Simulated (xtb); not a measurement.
CH12N2Si3, SMILES [SiH3]C([SiH2]N)(N)[SiH3]. All values are semi-empirical tight-binding results from xtb (GFN2-xTB unless named), good for trends rather than for accurate numbers. Geometry: GFN2-xTB. This is a generated structure with no PubChem entry under its InChIKey; it may be hypothetical. One conformer was computed; it need not be the lowest.

Computed properties:
```json
{
 "orbital_gap": "4.14 eV",
 "dipole_moment": "2.51 D",
 "zero_point_energy": "76.6 kcal/mol",
 "G − E(el) at 298.15 K (modified RRHO)": "53.7 kcal/mol",
 "static polarisability (D4 model)": "119.3 bohr³",
 "solvation energy, GFN2-xTB/ALPB(water)": "-2.9 kcal/mol",
 "solvation energy, GFN2-xTB/ALPB(ch2cl2)": "-4.5 kcal/mol"
}
```
